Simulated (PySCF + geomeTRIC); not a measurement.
Calculation: PBE-D3(BJ)/def2-TZVP (PySCF + geomeTRIC). fastk is a local helper that only speeds up exchange builds. No frequencies were computed at this level.

```python
import json, numpy as np
from pyscf import gto, dft
from fastk import lowrank_exchange
atoms = """
F     -1.622709     0.138913    -1.878689
Si    -1.580955     0.651597    -0.338743
S     -2.345987    -1.038051     0.781942
Si     0.630004     1.000609     0.219569
Si     2.028822    -0.829096    -0.115048
H     -2.666716     1.623727    -0.370125
H     -3.177532    -1.450232    -0.160322
H      1.042818     2.182272    -0.556894
H      0.643694     1.470975     1.613726
H      3.420780    -0.522634     0.229568
H      2.012793    -1.258687    -1.516061
H      1.614978    -1.969397     0.704908
"""
def scf(charge, spin, dm0=None):
    mol = gto.M(atom=atoms, basis='def2-tzvp', ecp={}, charge=charge, spin=spin, verbose=3, max_memory=5040)
    mf = dft.KS(mol, xc='pbe').density_fit(auxbasis="def2-universal-jkfit")
    mf.disp = 'd3bj'
    mf.grids.level = 3
    mf.conv_tol = 1e-8
    mf.max_cycle = 60
    mf.kernel(dm0)
    if not mf.converged:
        mf = mf.newton().run(mf.mo_coeff, mf.mo_occ).undo_soscf()
    return mf
mf = scf(0, 0)
from pyscf.geomopt.geometric_solver import kernel as optimize
path = []
done, mol = optimize(mf, maxsteps=80, assert_convergence=False, callback=lambda env: path.append((env["energy"], bool(env["g_scanner"].converged))))
res = dict(converged=bool(done and path[-1][1]), energy=path[-1][0], path=[e for e, c in path], xyz=mol.atom_coords(unit="Angstrom").tolist(), nao=mol.nao)
json.dump(res, open("result.json", "w"))
```

Output:

```
converged SCF energy = -1370.16963133528
Geometry optimization cycle 1
converged SCF energy = -1370.16963133601
cycle 1: E = -1370.16963134  dE = -1370.17  norm(grad) = 0.0540216
Geometry optimization cycle 2
converged SCF energy = -1370.17776166532
cycle 2: E = -1370.17776167  dE = -0.00813033  norm(grad) = 0.0183429
Geometry optimization cycle 3
converged SCF energy = -1370.17927522295
cycle 3: E = -1370.17927522  dE = -0.00151356  norm(grad) = 0.00872519
Geometry optimization cycle 4
converged SCF energy = -1370.1799979775
cycle 4: E = -1370.17999798  dE = -0.000722755  norm(grad) = 0.00585386
Geometry optimization cycle 5
converged SCF energy = -1370.18052619217
cycle 5: E = -1370.18052619  dE = -0.000528215  norm(grad) = 0.007597
Geometry optimization cycle 6
converged SCF energy = -1370.18086340974
cycle 6: E = -1370.18086341  dE = -0.000337218  norm(grad) = 0.00687822
Geometry optimization cycle 7
converged SCF energy = -1370.18107790777
cycle 7: E = -1370.18107791  dE = -0.000214498  norm(grad) = 0.00331821
Geometry optimization cycle 8
converged SCF energy = -1370.18114247588
cycle 8: E = -1370.18114248  dE = -6.45681e-05  norm(grad) = 0.0014044
Geometry optimization cycle 9
converged SCF energy = -1370.18116874764
cycle 9: E = -1370.18116875  dE = -2.62718e-05  norm(grad) = 0.00118096
Geometry optimization cycle 10
converged SCF energy = -1370.18118917056
cycle 10: E = -1370.18118917  dE = -2.04229e-05  norm(grad) = 0.00129681
Geometry optimization cycle 11
converged SCF energy = -1370.18121216505
cycle 11: E = -1370.18121217  dE = -2.29945e-05  norm(grad) = 0.00134894
Geometry optimization cycle 12
converged SCF energy = -1370.18123839348
cycle 12: E = -1370.18123839  dE = -2.62284e-05  norm(grad) = 0.00125957
Geometry optimization cycle 13
converged SCF energy = -1370.18126127372
cycle 13: E = -1370.18126127  dE = -2.28802e-05  norm(grad) = 0.00104743
Geometry optimization cycle 14
converged SCF energy = -1370.18127430573
cycle 14: E = -1370.18127431  dE = -1.3032e-05  norm(grad) = 0.000794245
Geometry optimization cycle 15
converged SCF energy = -1370.18127884764
cycle 15: E = -1370.18127885  dE = -4.54191e-06  norm(grad) = 0.000526826
Geometry optimization cycle 16
converged SCF energy = -1370.1812805775
cycle 16: E = -1370.18128058  dE = -1.72986e-06  norm(grad) = 0.000278556
Geometry optimization cycle 17
converged SCF energy = -1370.18128126034
cycle 17: E = -1370.18128126  dE = -6.82843e-07  norm(grad) = 0.000158688
Geometry optimization cycle 18
converged SCF energy = -1370.18128144702
cycle 18: E = -1370.18128145  dE = -1.8668e-07  norm(grad) = 0.000119551
Geometry optimization cycle 19
converged SCF energy = -1370.18128144649
cycle 19: E = -1370.18128145  dE = 5.31145e-10  norm(grad) = 8.30997e-05
Geometry optimization cycle 20
converged SCF energy = -1370.18128146556
cycle 20: E = -1370.18128147  dE = -1.90721e-08  norm(grad) = 4.73452e-05
<class 'geometric.internal.Distance'> : 11
<class 'geometric.internal.Angle'> : 19
<class 'geometric.internal.Dihedral'> : 21
<class 'geometric.internal.TranslationX'> : 1
<class 'geometric.internal.TranslationY'> : 1
<class 'geometric.internal.TranslationZ'> : 1
<class 'geometric.internal.RotationA'> : 1
<class 'geometric.internal.RotationB'> : 1
<class 'geometric.internal.RotationC'> : 1
Step    0 : Gradient = 1.559e-02/3.052e-02 (rms/max) Energy = -1370.1696313360
Step    1 : Displace = 5.705e-02/7.843e-02 (rms/max) Trust = 1.000e-01 (=) Grad = 5.295e-03/1.340e-02 (rms/max) E (change) = -1370.1777616653 (-8.130e-03) Quality = 1.214
Step    2 : Displace = 4.557e-02/9.795e-02 (rms/max) Trust = 1.414e-01 (+) Grad = 2.519e-03/4.606e-03 (rms/max) E (change) = -1370.1792752229 (-1.514e-03) Quality = 1.337
Step    3 : Displace = 4.956e-02/1.321e-01 (rms/max) Trust = 2.000e-01 (+) Grad = 1.690e-03/3.118e-03 (rms/max) E (change) = -1370.1799979775 (-7.228e-04) Quality = 1.409
Step    4 : Displace = 6.054e-02/1.679e-01 (rms/max) Trust = 2.828e-01 (+) Grad = 2.193e-03/5.340e-03 (rms/max) E (change) = -1370.1805261922 (-5.282e-04) Quality = 1.354
Step    5 : Displace = 4.658e-02/1.276e-01 (rms/max) Trust = 3.000e-01 (+) Grad = 1.986e-03/4.380e-03 (rms/max) E (change) = -1370.1808634097 (-3.372e-04) Quality = 1.399
Step    6 : Displace = 2.961e-02/7.295e-02 (rms/max) Trust = 3.000e-01 (=) Grad = 9.579e-04/1.606e-03 (rms/max) E (change) = -1370.1810779078 (-2.145e-04) Quality = 1.299
Step    7 : Displace = 1.204e-02/2.442e-02 (rms/max) Trust = 3.000e-01 (=) Grad = 4.054e-04/6.881e-04 (rms/max) E (change) = -1370.1811424759 (-6.457e-05) Quality = 1.329
Step    8 : Displace = 9.775e-03/1.780e-02 (rms/max) Trust = 3.000e-01 (=) Grad = 3.409e-04/6.903e-04 (rms/max) E (change) = -1370.1811687476 (-2.627e-05) Quality = 1.418
Step    9 : Displace = 1.296e-02/2.181e-02 (rms/max) Trust = 3.000e-01 (=) Grad = 3.744e-04/7.079e-04 (rms/max) E (change) = -1370.1811891706 (-2.042e-05) Quality = 1.438
Step   10 : Displace = 2.028e-02/3.250e-02 (rms/max) Trust = 3.000e-01 (=) Grad = 3.894e-04/5.676e-04 (rms/max) E (change) = -1370.1812121650 (-2.299e-05) Quality = 1.452
Step   11 : Displace = 2.836e-02/4.458e-02 (rms/max) Trust = 3.000e-01 (=) Grad = 3.636e-04/7.104e-04 (rms/max) E (change) = -1370.1812383935 (-2.623e-05) Quality = 1.478
Step   12 : Displace = 3.034e-02/4.917e-02 (rms/max) Trust = 3.000e-01 (=) Grad = 3.024e-04/6.553e-04 (rms/max) E (change) = -1370.1812612737 (-2.288e-05) Quality = 1.455
Step   13 : Displace = 2.538e-02/4.246e-02 (rms/max) Trust = 3.000e-01 (=) Grad = 2.293e-04/6.180e-04 (rms/max) E (change) = -1370.1812743057 (-1.303e-05) Quality = 1.273
Step   14 : Displace = 1.402e-02/2.465e-02 (rms/max) Trust = 3.000e-01 (=) Grad = 1.521e-04/3.694e-04 (rms/max) E (change) = -1370.1812788476 (-4.542e-06) Quality = 1.081
Step   15 : Displace = 6.053e-03/1.167e-02 (rms/max) Trust = 3.000e-01 (=) Grad = 8.041e-05/1.557e-04 (rms/max) E (change) = -1370.1812805775 (-1.730e-06) Quality = 0.966
Step   16 : Displace = 2.365e-03/4.517e-03 (rms/max) Trust = 3.000e-01 (=) Grad = 4.581e-05/1.032e-04 (rms/max) E (change) = -1370.1812812603 (-6.828e-07) Quality = 0.923
Step   17 : Displace = 1.449e-03/2.104e-03 (rms/max) Trust = 3.000e-01 (=) Grad = 3.451e-05/8.385e-05 (rms/max) E (change) = -1370.1812814470 (-1.867e-07) Quality = 0.731
Step   18 : Displace = 1.307e-03/2.087e-03 (rms/max) Trust = 3.000e-01 (=) Grad = 2.399e-05/4.630e-05 (rms/max) E (change) = -1370.1812814465 (+5.311e-10) Quality = -0.004
Step   19 : Displace = 6.872e-04/1.072e-03 (rms/max) Trust = 6.535e-04 (-) Grad = 1.367e-05/3.170e-05 (rms/max) E (change) = -1370.1812814656 (-1.907e-08) Quality = 0.266
Converged! =D
```

Cost: around 13 core-minutes (rough).
